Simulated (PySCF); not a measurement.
Electron correlation in Ar²⁺ (argon, charge +2)

[Ne] 3s2 3p4, high-spin 3P determinant. Calculation: PySCF 2.14, in def2-TZVPPD; the non-relativistic Hamiltonian (point nucleus). Frozen: [Ne]; 6 electrons correlated.

```tsv
level	correlation energy (mhartree)
CCSD	-157.33
(T)	-4.16
CCSD(T)	-161.49
```

Diagnostics: T1 = 0.0080, D1 = 0.0260, largest double amplitude 0.044.

Cost of the coupled-cluster step: roughly 1.8 core-seconds, for 6 correlated electrons.

Iterations:

```
CC2 = 0
CCSD nocc = (np.int64(4), np.int64(2)), nmo = (46, 46)
frozen orbitals [[0, 1, 2, 3, 4], [0, 1, 2, 3, 4]]
max_cycle = 100
direct = 0
conv_tol = 1e-08
conv_tol_normt = 1e-06
diis_space = 8
diis_start_cycle = 0
Init t2, MP2 energy = -0.131090671999618
Init E_corr(UCCSD) = -0.131090672006249
cycle = 1  E_corr(UCCSD) = -0.150904552481989  dE = -0.0198138805  norm(t1,t2) = 0.0401311
cycle = 2  E_corr(UCCSD) = -0.155339322930643  dE = -0.00443477045  norm(t1,t2) = 0.0131529
cycle = 3  E_corr(UCCSD) = -0.157387015760435  dE = -0.00204769283  norm(t1,t2) = 0.00521589
cycle = 4  E_corr(UCCSD) = -0.157328229735219  dE = 5.87860252e-05  norm(t1,t2) = 0.000605825
cycle = 5  E_corr(UCCSD) = -0.157331616198723  dE = -3.3864635e-06  norm(t1,t2) = 7.58718e-05
cycle = 6  E_corr(UCCSD) = -0.157331365271317  dE = 2.50927406e-07  norm(t1,t2) = 1.25015e-05
cycle = 7  E_corr(UCCSD) = -0.157331573711827  dE = -2.0844051e-07  norm(t1,t2) = 1.86378e-06
cycle = 8  E_corr(UCCSD) = -0.157331558041857  dE = 1.56699695e-08  norm(t1,t2) = 4.85569e-07
cycle = 9  E_corr(UCCSD) = -0.157331546910353  dE = 1.11315042e-08  norm(t1,t2) = 1.07626e-07
cycle = 10  E_corr(UCCSD) = -0.15733154976489  dE = -2.854537e-09  norm(t1,t2) = 2.22887e-08
UCCSD converged
E(UCCSD) = -525.4561862641774  E_corr = -0.1573315497648898
UCCSD(T) correction = -0.00416414036342998
```
